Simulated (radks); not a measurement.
Results of a calculation; reference values are marked as such.
Question: Zn5+, 25 electrons, occupied as [Ne] 3s2 3p(1/2: 2, 3/2: 3) 3d(3/2: 4, 5/2: 4) (not the ground configuration). Code: a radial shooting solver on a logarithmic mesh with Libxc functionals. Model: Dirac Kohn-Sham, relativistic LDA (MacDonald-Vosko exchange, VWN5 correlation), spin-unpolarised, spherical densities, finite nucleus; Fermi nuclear charge, rms radius 3.9283 fm. Some entries of the table are withheld. Estimate them.

orbital,occ.,eigenvalue (Ry),<r^2> (bohr^2)
1s1/2,2,-703.8779,0.003426
2s1/2,2,-91.96202,0.06062
2p1/2,2,(1),(2)
2p3/2,4,(3),(4)
3s1/2,2,-16.19873,0.5120
3p1/2,2,-12.99407,(5)
3p3/2,3,-12.75234,(6)
3d3/2,4,-7.31107,(7)
3d5/2,4,-7.27676,(8)

Answer: 
(1) 2p1/2 eigenvalue (Ry): -82.03364
(2) 2p1/2 <r^2> (bohr^2): 0.04727
(3) 2p3/2 eigenvalue (Ry): -80.28774
(4) 2p3/2 <r^2> (bohr^2): 0.04879
(5) 3p1/2 <r^2> (bohr^2): 0.5428
(6) 3p3/2 <r^2> (bohr^2): 0.5574
(7) 3d3/2 <r^2> (bohr^2): 0.6603
(8) 3d5/2 <r^2> (bohr^2): 0.6660
